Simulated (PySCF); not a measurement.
## Bond dissociation energies of methyl germane

System: methyl germane, `[CH3][GeH3]` (CH6Ge). Non-hydrogen atoms are numbered in `[CH3:1][GeH3:2]`.

Computed at M06-2X/def2-TZVP // PBE0-D3(BJ)/def2-SVP with PySCF (density fitting, grid level 3). Thermal corrections: PBE0-D3(BJ)/def2-SVP frequencies, unscaled, ideal gas at 298.15 K and 1 bar, quasi-RRHO entropy.

| bond | r / Å | radicals | BDE(298 K) / kcal/mol | BDFE / kcal/mol | D₀ / kcal/mol | Dₑ / kcal/mol |
| --- | --- | --- | --- | --- | --- | --- |
| C1–Ge2 | 1.953 | CH3• + GeH3• | 76.7 | 65.5 | 75.0 | 81.1 |
| Ge2–H | 1.541 | `[CH3][GeH2]` + H• | 81.0 | 71.9 | 79.6 | 85.4 |
| C1–H | 1.099 | `[CH2][GeH3]` + H• | 101.7 | 92.1 | 100.0 | 108.9 |

Homolysis to relaxed radicals in the gas phase; the table need not hold every single bond outside rings.

Weakest of these: C1–Ge2 (76.7 kcal/mol); strongest: C1–H (101.7 kcal/mol).

Caveats: spin-orbit coupling is left out of the energies, which matters for open shells on the heavier atoms; atoms from Ga to Kr are treated without relativity.
